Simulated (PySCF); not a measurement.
A species of formula C2H8F3NSi2 has this rotational fingerprint, computed with PBE0/def2-SVPD in PySCF (dipole) on a GFN2-xTB geometry, gas phase:

```
Rotational constants : A = 3621, B = 558.6, C = 500.0 MHz
Dipole components    : |μa| = 0.12 D, |μb| = 0.01 D, |μc| = 0.03 D
Inertial defect      : -33.63 u·Å²
κ                    : -0.96
```

**Question.** Which structure is it? (One computed conformer of each.)
A. `[F:1][C:2]([F:3])([F:4])[CH2:5][NH:6][SiH2:7][SiH3:8]` with C2–C5–N6–Si7 -83°, C5–N6–Si7–Si8 -172°
B. `[F:1][C:2]([F:3])([F:4])[CH2:5][SiH2:6][NH:7][SiH3:8]` with C2–C5–Si6–N7 179°, C5–Si6–N7–Si8 -171°
C. `[F:1][SiH2:2][NH:3][SiH2:4][CH2:5][CH:6]([F:7])[F:8]` with F1–Si2–N3–Si4 -16°, Si2–N3–Si4–C5 177°, N3–Si4–C5–C6 66°, Si4–C5–C6–F7 -64°

**Answer.** C. It is F[SiH2]N[SiH2]CC(F)F, a near-prolate asymmetric top, point group C1. The candidates at the same level (rigid rotor, commonest isotopes):

```csv
SMILES,A (MHz),B (MHz),C (MHz),μa (D),μb (D),μc (D),Δ (u·Å²),point group,rotor
FC(F)(F)CN[SiH2][SiH3],3592,563.4,554.0,1.11,0.60,1.17,-125.31,C1,near-prolate asymmetric top
FC(F)(F)C[SiH2]N[SiH3],4351,504.5,498.3,2.41,1.81,0.29,-103.74,C1,near-prolate asymmetric top
F[SiH2]N[SiH2]CC(F)F,3621,558.6,500.0,0.12,0.01,0.03,-33.63,C1,near-prolate asymmetric top
```

`FC(F)(F)CN[SiH2][SiH3]` has C 11 % too high; `FC(F)(F)C[SiH2]N[SiH3]` has A 20 % too high. No structure here is proved a minimum.
